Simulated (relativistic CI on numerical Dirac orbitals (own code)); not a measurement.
## Hyperfine structure of Gd, mass number 157

Calculated at this level of theory: Dirac-Coulomb-Breit CI, KLI orbitals optimised for each configuration, model QED, valence Slater integrals scaled by 0.85, P86 correlation energy added to each configuration (own radial code, finite nucleus).

CI space (outside the closed core [Xe] 6s2): 4f⁷5d, 4f⁸. The list is cut by size and lacks configurations that can hold low levels.

Nuclear spin I = 3/2, μ = -0.3398 μN, Q = 1.35 b (tables of Stone and Pyykkö). The electronic factors are computed for point nuclear moments, without core polarisation; leaving it out makes A of s and p electrons in near-neutral atoms 20 to 40 % too small, and it can dominate for d and f shells.

```csv
Level,E (cm⁻¹),A (MHz),B (MHz)
4f⁷5d ⁹D°2,0.0,54.32,146
4f⁷5d ⁹D°3,199.7,5.243,-328
4f⁷5d ⁹D°4,491.7,-11.73,-287
4f⁷5d ⁹D°5,909.9,-16.35,22.9
4f⁷5d ⁹D°6,1518.9,-12.62,447
4f⁷5d ⁷D°5,8948.6,-21.77,505
4f⁷5d ⁷D°4,9030.0,-15.85,41.2
4f⁷5d ⁷D°3,9152.2,-8.059,-220
```

Levels with J = 0, under 50 % of one LS term, or S terms without an open s electron are left out. Small factors come from cancelling terms and can be off by tens of per cent or more.

Correlation outside the listed configurations is missing or only estimated: errors of thousands of cm⁻¹ between configurations and terms are usual at this charge. Rates and lifetimes follow the computed energies and can be off by large factors. The fine structure of a lone outer electron comes out too small, for d and f at times inverted, and misplaced configurations move strength between like terms. 16 of the 70 excited levels that our extract of the measured tables holds in this range could be paired (the sources list more); they are missed by 7829 cm⁻¹ on average and 16658 at most, and levels without a partner can miss by more.

(1) Give the hyperfine levels of 4f⁷5d ⁹D°2 relative to its centre of gravity.

Results:

(1) With K = F(F + 1) − I(I + 1) − J(J + 1), E = AK/2 + B[¾K(K + 1) − I(I + 1)J(J + 1)]/[2I(2I − 1)J(2J − 1)]: F = 1/2: -116.9, F = 3/2: -162.9, F = 5/2: -118.2, F = 7/2: 199.4 MHz.

LS names give the leading component of a level, which can be under half, so a name can repeat, a term be missing and a line seem to break the LS rules.
